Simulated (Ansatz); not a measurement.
Geometry optimisation, Ansatz, RKS B3LYP-D4/def2-SVP.

The input (input.yaml):

```yaml
crystal:
  periodic: [false, false, false]
  atoms:
    - { symbol: Si, position_ang: [-0.718224, 1.126924, -0.073013] }
    - { symbol: H, position_ang: [-1.263025, -1.532494, -0.344893] }
    - { symbol: F, position_ang: [-1.325129, 0.581164, -1.447145] }
    - { symbol: F, position_ang: [-1.507908, 0.545431, 1.186227] }
    - { symbol: F, position_ang: [-0.964783, 2.713127, -0.049118] }
    - { symbol: H, position_ang: [1.232895, -1.568877, 0.451912] }
    - { symbol: "N", position_ang: [0.993762, 0.685316, 0.014452] }
    - { symbol: H, position_ang: [-0.750372, -1.960596, -0.12882] }
    - { symbol: F, position_ang: [1.272348, -2.480203, 0.508585] }
    - { symbol: H, position_ang: [1.532667, 1.138529, 0.75091] }
    - { symbol: H, position_ang: [1.49777, 0.751678, -0.868897] }
basis:
  gaussian: { orbitals: def2-SVP }
hamiltonian:
  xc: b3lyp
  dispersion: d4
relax:
  f_tol: 0.03
  max_steps: 50
output:
  orbitals: {}
```

Command:

```bash
$ ansatz run input.yaml --threads 2 --pin off --max-ram 3072MiB --backend cpu --events-out ev --progress --plain --runs-dir out
```

Where does it end, and by what steps?

The forces met the threshold. After 36 steps the energy has fallen by 0.380 eV; H2 moved furthest, 1.84 Å.

| step | energy less start (eV) | largest force component (eV/Å) | accepted |
| --- | --- | --- | --- |
| 0 | 0.0000 | 1.843 | yes |
| 2 | -0.2971 | 0.283 | yes |
| 4 | -0.3243 | 0.181 | yes |
| 6 | -0.3322 | 0.062 | yes |
| 8 | -0.3364 | 0.317 | yes |
| 10 | -0.3427 | 0.069 | yes |
| 12 | -0.3479 | 0.116 | yes |
| 14 | -0.3519 | 0.067 | yes |
| 16 | -0.3531 | 0.044 | yes |
| 18 | -0.3541 | 0.057 | yes |
| 20 | -0.3539 | 0.236 | no |
| 22 | -0.3556 | 0.155 | yes |
| 24 | -0.3579 | 0.157 | yes |
| 26 | -0.3591 | 0.317 | yes |
| 28 | -0.3684 | 0.360 | yes |
| 30 | -0.3768 | 0.171 | yes |
| 32 | -0.3789 | 0.192 | no |
| 34 | -0.3801 | 0.044 | yes |
| 36 | -0.3802 | 0.007 | yes |

```xyz
11
Properties=species:S:1:pos:R:3
Si -0.596 1.245 0.296
H -0.322 -2.291 -1.730
F -1.784 0.393 -0.341
F -0.744 1.357 1.881
F -0.714 2.738 -0.279
H 0.619 -1.030 0.814
N 0.896 0.476 -0.076
H -0.273 -2.212 -0.973
F 0.162 -1.758 1.212
H 1.751 0.940 0.229
H 1.005 0.142 -1.034
```

Whether the end is a true minimum wasn't checked by a vibrational analysis.

Run time: 100 s on 2 threads of Arm Neoverse V1, with other jobs on the host, peak memory 0.26 GiB.
